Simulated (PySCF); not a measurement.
Structure from NMR data

The spectra below were simulated for a compound C$_{5}$H$_{5}$NO$_{2}$Si.

$^{1}$H NMR (400 MHz, computed): δ 12.47 (t, 1H), 7.91 (d, 1H), 5.34 (d, 1H), 4.63 (d, 2H).

$^{13}$C{$^{1}$H} NMR (computed): δ 245.3, 226.7, 154.4, 120.4, 108.0.

- geometry: GFN2-xTB
- shieldings: GIAO PBE0/pcSseg-1
- run in PySCF
- relativity neglected, in vacuum, equivalent nuclei averaged, one conformer

Chemical shifts δ = σref − σ; $^{1}$H (σ = 31.72 ppm), $^{13}$C (σ = 186.93 ppm) vs TMS, all at this level.

Task: Choose the structure that fits.
A. N#C/C=C\C(=O)[SiH2]C=O
B. C#C[Si@H](O)c1ccno1
C. N#C[SiH2]C1=CCOC1=O

Result: A. 

- The formula gives 5 degrees of unsaturation (no ring in the answer).
- 5 carbon signals for 5 carbons: no two carbons are equivalent.
- Carbon types of the structure: 2 × C, 3 × CH, leaving 2 H on heteroatoms.
- δC 245.3, 226.7: carbonyl carbon.
- δC 154.4: α carbon of a C=C–C=O unit; as expected for a trigonal carbon in a double bond.
- δC 120.4: nitrile carbon; this is the usual window of a C≡N carbon, which has no attached hydrogen.
- δC 108.0: β carbon of a C=C–C=O unit.
- δH 12.47: hydrogen on a carbonyl carbon.

The others: C#C[Si@H](O)c1ccno1 has carbons computed at 177.0, 152.8, 118.8, 103.2, 90.1; N#C[SiH2]C1=CCOC1=O would give 3 signals for carbon-bound and other non-exchanging H, not 4.

Shifts are as computed. Against solution values, carbons near 30 ppm lie about +3 ppm off and those near 130 ppm about +5 ppm. Of 1211 compounds with measured shifts, 218 miss one by over three times the rms of a fit or turn the order of signals round; such compounds aren't used in these exercises. Multiplicities follow the n + 1 count of equivalent neighbours, as no J values were calculated; m marks all less simple cases, F and P coupling included.
